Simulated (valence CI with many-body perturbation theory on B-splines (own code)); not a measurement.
Values are calculated unless marked as measured or tabulated.
Energy levels of Cd¹⁵⁺

Method: valence CI with perturbative core correlation (CI+MBPT): five valence electrons over a frozen Dirac-Fock core [Ar] 3d10, a basis of 11 s, 11 p, 10 d, 8 f, 5 g, 2 h functions for each j, with the one-electron correlation potential Σ1, the two-electron term Σ2, the three-electron term Σ3, Breit, model QED; selected CI, second order for the rest, scaled by the run's own slope (own B-spline code, finite nucleus).

No measured levels were compared; by estimate levels hold to about 250 cm⁻¹ or 0.2 % of their energy and the worst to 1 %, as in measured heavy ions of charge 2 to 7; those with d or f electrons hold less well. Among the levels kept, up to 2200 cm⁻¹ of a level comes from second order outside the variational space, and about a tenth of that is noise between levels of different J, which matters for small intervals.

Levels 1 to 45 of 169, with energies above the lowest level, 4s2 4p3 4S°_3/2. "Leading %" is the weight of the configuration and term that name the level; weights of strongly mixed levels are sums over their largest components and can fall short. In the jj column 3d3/2^4 stands for four electrons in 3d with j = 3/2.

```tsv
No.	Configuration	Term	J	E (cm⁻¹)	Leading %	Second component	Leading jj
1	4s2 4p3	4S°	3/2	0	57	27 % 4s2 4p3 2P°	4s^2 4p1/2^2 4p3/2 (84 %)
2	4s2 4p3	2D°	3/2	51163	58	32 % 4s2 4p3 4S°	4s^2 4p1/2 4p3/2^2 (86 %)
3	4s2 4p3	2D°	5/2	68843	98		4s^2 4p1/2 4p3/2^2 (98 %)
4	4s2 4p3	2P°	1/2	95466	97		4s^2 4p1/2 4p3/2^2 (97 %)
5	4s2 4p3	2P°	3/2	142910	62	26 % 4s2 4p3 2D°	4s^2 4p3/2^3 (94 %)
6	4s 4p4	4P	5/2	350280	84	9 % 4s 4p4 2D	4s 4p1/2^2 4p3/2^2 (85 %)
7	4s 4p4	4P	3/2	386190	77	10 % 4s 4p4 2D	4s 4p1/2 4p3/2^3 (52 %)
8	4s 4p4	4P	1/2	391810	74	18 % 4s 4p4 2S	4s 4p1/2^2 4p3/2^2 (58 %)
9	4s 4p4	2D	3/2	433570	62	14 % 4s 4p4 4P	4s 4p1/2 4p3/2^3 (55 %)
10	4s 4p4	2D	5/2	449600	77	10 % 4s2 4p2 4d 2D	4s 4p1/2 4p3/2^3 (80 %)
11	4s 4p4	2S	1/2	487520	40	33 % 4s 4p4 2P	4s 4p1/2 4p3/2^3 (44 %)
12	4s 4p4	2P	3/2	496220	54	24 % 4s2 4p2 4d 2P	4s 4p1/2 4p3/2^3 (60 %)
13	4s2 4p2 4d	4F	3/2	524860	67	11 % 4s2 4p2 4d 2D	4s^2 4p1/2^2 4d3/2 (71 %)
14	4s2 4p2 4d	4F	5/2	541410	51	27 % 4s2 4p2 4d 4D	4s^2 4p1/2^2 4d5/2 (64 %)
15	4s 4p4	2P	1/2	551710	29	28 % 4s 4p4 2S	4s 4p3/2^4 (52 %)
16	4s2 4p2 4d	2F	5/2	565330	62	27 % 4s2 4p2 4d 4F	4s^2 4p1/2 4p3/2 4d3/2 (86 %)
17	4s2 4p2 4d	4F	7/2	572600	79	12 % 4s2 4p2 4d 4D	4s^2 4p1/2 4p3/2 4d5/2 (69 %)
18	4s2 4p2 4d	4D	1/2	576490	79	13 % 4s 4p4 2P	4s^2 4p1/2 4p3/2 4d3/2 (69 %)
19	4s2 4p2 4d	4D	3/2	577110	61	20 % 4s2 4p2 4d 4F	4s^2 4p1/2 4p3/2 4d3/2 (71 %)
20	4s2 4p2 4d	2F	7/2	578910	49	38 % 4s2 4p2 4d 4D	4s^2 4p1/2 4p3/2 4d5/2 (48 %)
21	4s2 4p2 4d	4F	9/2	591160	70	28 % 4s2 4p2 4d 2G	4s^2 4p1/2 4p3/2 4d5/2 (84 %)
22	4s2 4p2 4d	4D	5/2	597840	46	27 % 4s2 4p2 4d 2F	4s^2 4p1/2 4p3/2 4d5/2 (70 %)
23	4s2 4p2 4d	2P	3/2	611750	53	16 % 4s 4p4 2P	4s^2 4p1/2 4p3/2 4d5/2 (63 %)
24	4s2 4p2 4d	2G	7/2	626220	56	20 % 4s2 4p2 4d 4D	4s^2 4p1/2 4p3/2 4d5/2 (34 %)
25	4s2 4p2 4d	4P	5/2	636720	64	17 % 4s2 4p2 4d 2D	4s^2 4p1/2 4p3/2 4d5/2 (46 %)
26	4s2 4p2 4d	4P	3/2	642190	49	24 % 4s2 4p2 4d 2P	4s^2 4p1/2 4p3/2 4d3/2 (50 %)
27	4s2 4p2 4d	4P	1/2	643430	43	27 % 4s2 4p2 4d 2P	4s^2 4p1/2 4p3/2 4d3/2 (68 %)
28	4s2 4p2 4d	2F	7/2	647310	47	27 % 4s2 4p2 4d 4D	4s^2 4p3/2^2 4d5/2 (85 %)
29	4s2 4p2 4d	2D	3/2	657710	70	15 % 4s2 4p2 4d 4P	4s^2 4p1/2 4p3/2 4d5/2 (46 %)
30	4s2 4p2 4d	2G	9/2	658260	69	28 % 4s2 4p2 4d 4F	4s^2 4p3/2^2 4d5/2 (84 %)
31	4s2 4p2 4d	2P	1/2	665980	47	25 % 4s2 4p2 4d 4P	4s^2 4p3/2^2 4d3/2 (40 %)
32	4s2 4p2 4d	2D	5/2	675030	72	18 % 4s2 4p2 4d 2F	4s^2 4p1/2 4p3/2 4d5/2 (38 %)
33	4s2 4p2 4d	2P	1/2	690430	76	15 % 4s2 4p2 4d 2S	4s^2 4p1/2 4p3/2 4d5/2 (68 %)
34	4s2 4p2 4d	2D	3/2	692200	60	16 % 4s2 4p2 4d 4P	4s^2 4p3/2^2 4d3/2 (67 %)
35	4s2 4p2 4d	2F	5/2	700430	41	22 % 4s2 4p2 4d 2D	4s^2 4p3/2^2 4d3/2 (38 %)
36	4s2 4p2 4d	2D	5/2	710140	85	7 % 4s2 4p2 4d 4D	4s^2 4p3/2^2 4d5/2 (82 %)
37	4s2 4p2 4d	2F	7/2	724410	90	5 % 4s2 4p2 4d 2G	4s^2 4p3/2^2 4d3/2 (58 %)
38	4s2 4p2 4d	2S	1/2	727790	53	17 % 4s2 4p2 4d 4P	4s^2 4p3/2^2 4d5/2 (38 %)
39	4s2 4p2 4d	2P	3/2	729320	67	16 % 4s2 4p2 4d 2D	4s^2 4p3/2^2 4d5/2 (50 %)
40	4s2 4p2 4d	2D	3/2	757060	86	5 % 4s2 4p2 4d 2P	4s^2 4p3/2^2 4d3/2 (46 %)
41	4s2 4p2 4d	2D	5/2	764760	58	34 % 4s2 4p2 4d 2F	4s^2 4p3/2^2 4d5/2 (73 %)
42	4p5	2P°	3/2	794330	72	21 % 4s 4p3 4d 2P°	4p1/2^2 4p3/2^3 (72 %)
43	4s 4p3 4d	6D°	1/2	831630	88	9 % 4s 4p3 4d 4P°	4s 4p1/2^2 4p3/2 4d3/2 (50 %)
44	4s 4p3 4d	6D°	3/2	833060	88	5 % 4s 4p3 4d 4P°	4s 4p1/2^2 4p3/2 4d3/2 (45 %)
45	4s 4p3 4d	6D°	5/2	833790	83	8 % 4s 4p3 4d 4D°	4s 4p1/2^2 4p3/2 4d3/2 (45 %)
```

Names give the largest LS component (configuration and term), which can be under half, so a name can repeat, a term be missing and a line seem to break the LS rules; names also repeat where a configuration has a term twice.

The ionisation energy to 4s2 4p2 3P_0 of the next ion comes out as 386.81 eV (NIST: 385 ± 3 eV (theoretical)). All 169 levels together are meant to be complete up to 1272700 cm⁻¹.
